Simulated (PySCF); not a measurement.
Q: What does the PBE0-D3(BJ)/def2-SVP structure of PhOCF2H, `FC(F)Oc1ccccc1` look like in three dimensions?

A: 
Z-matrix in Å and degrees, rows numbered from 1:
```
F 
C   1  1.3288
F   2  1.3489  1  107.62
O   2  1.3591  1  107.15  3  -119.22
C   4  1.3697  2  118.99  1  -162.06
C   5  1.3956  4  116.03  2   156.09
C   6  1.3901  5  119.59  4   179.56
C   7  1.3961  6  120.44  5     0.48
C   8  1.3919  7  119.47  6    -0.71
C   9  1.3956  8  120.81  7    -0.01
H   2  1.1059  1  110.27  3   117.99
H   6  1.0913  5  118.59  4    -0.50
H   7  1.0924  6  119.42  5  -179.85
H   8  1.0918  7  120.28  6   179.74
H   9  1.0925  8  120.13  7  -179.18
H  10  1.0906  5  120.74  4    -2.16
```

The C–F distances run from 1.329 Å (F1–C2, drawn single) to 1.349 Å (C2–F3, drawn single), a spread of 0.020 Å. Of the pairs four or more bonds apart, C2···H16 is among the closest relative to their van der Waals radii: 2.61 Å, 90 % of the sum of Bondi's values. O4 (aryl ether oxygen) is bent (angle 119.0°). The 6-membered ring C5–C6–C7–C8–C9–C10 has internal angles of 119.0° to 120.8° (sum 720°, against 720° for a flat polygon); it is planar, 0.00 Å rms from its mean plane, widest ring torsion 1°.

Level of theory: PySCF, PBE0-D3(BJ)/def2-SVP geometry optimisation, gas phase.

Point group: C1 (no symmetry element, even within 0.4 Å). No PBE0-D3(BJ)/def2-SVP frequencies stand behind this structure, so it isn't proved a minimum. The numbers are those of one conformer (F1–C2–O4–C5 -162°, C2–O4–C5–C6 156°).

Hardware: an x86-64 server with one thread, shared host. Cost: 2.4 min of wall time. This is the geometry optimisation.
